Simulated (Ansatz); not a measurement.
C₁₀H₇N₃, SMILES C12C=CN=C3N=CC=C(N23)C=CC=1. Atoms are numbered in the order given.

```xyz
20

C      0.0000     0.0000     2.7929
C      0.0000    -1.2039     2.1014
C      0.0000    -1.2172     0.6938
C      0.0000    -2.4038    -0.0753
C      0.0000    -2.3044    -1.4514
N      0.0000    -1.1497    -2.1164
C      0.0000     0.0000    -1.4420
N      0.0000     1.1497    -2.1164
C      0.0000     2.3044    -1.4514
C      0.0000     2.4038    -0.0753
C      0.0000     1.2172     0.6938
C      0.0000     1.2039     2.1014
N      0.0000     0.0000    -0.0018
H      0.0000     0.0000     3.8855
H      0.0000    -2.1636     2.6169
H      0.0000    -3.3638     0.4392
H      0.0000    -3.2135    -2.0651
H      0.0000     3.2135    -2.0651
H      0.0000     3.3638     0.4392
H      0.0000     2.1636     2.6169
```

Geometry optimised at B3LYP-D3(BJ)/def2-SVP.

Two levels are set side by side: PBE-D3(BJ)/def2-SVP (Ansatz, a quantum-chemistry and plane-wave program) and B3LYP-D3(BJ)/def2-SVP (Ansatz). Each level has its own optimised geometry; the coordinates shown are those of the second. Differences are taken from unrounded values.

```
quantity              B3LYP-D3(BJ)
--------------------  ------------
mean bond length (Å)         1.291
bond C1–C2 (Å)               1.388
bond C1–C12 (Å)              1.388
bond C2–C3 (Å)               1.408
bond C3–C4 (Å)               1.414
bond C3–N13 (Å)              1.402
bond C4–C5 (Å)               1.380
bond C5–N6 (Å)               1.332
bond N6–C7 (Å)               1.333
bond C7–N8 (Å)               1.333
bond C7–N13 (Å)              1.440
bond N8–C9 (Å)               1.332
bond C9–C10 (Å)              1.380
bond C10–C11 (Å)             1.414
bond C11–C12 (Å)             1.408
bond C11–N13 (Å)             1.402
bond C1–H14 (Å)              1.093
```

Q: What does PBE-D3(BJ) give, and how far is it from B3LYP-D3(BJ)? (Estimate from the structure and the level; the computed values follow.)

A: 
```
quantity              PBE-D3(BJ)  PBE-D3(BJ) minus B3LYP-D3(BJ)
--------------------  ----------  -----------------------------
mean bond length (Å)       1.298                          0.007
bond C1–C2 (Å)             1.395                          0.006
bond C1–C12 (Å)            1.395                          0.006
bond C2–C3 (Å)             1.414                          0.007
bond C3–C4 (Å)             1.419                          0.005
bond C3–N13 (Å)            1.407                          0.005
bond C4–C5 (Å)             1.387                          0.007
bond C5–N6 (Å)             1.339                          0.007
bond N6–C7 (Å)             1.340                          0.008
bond C7–N8 (Å)             1.340                          0.008
bond C7–N13 (Å)            1.449                          0.008
bond N8–C9 (Å)             1.339                          0.007
bond C9–C10 (Å)            1.387                          0.007
bond C10–C11 (Å)           1.419                          0.005
bond C11–C12 (Å)           1.414                          0.007
bond C11–N13 (Å)           1.407                          0.005
bond C1–H14 (Å)            1.100                          0.008
```

GGA bonds tend to be longer and softer than those of functionals with exact exchange. Differences between two approximate levels are no errors against the true value.
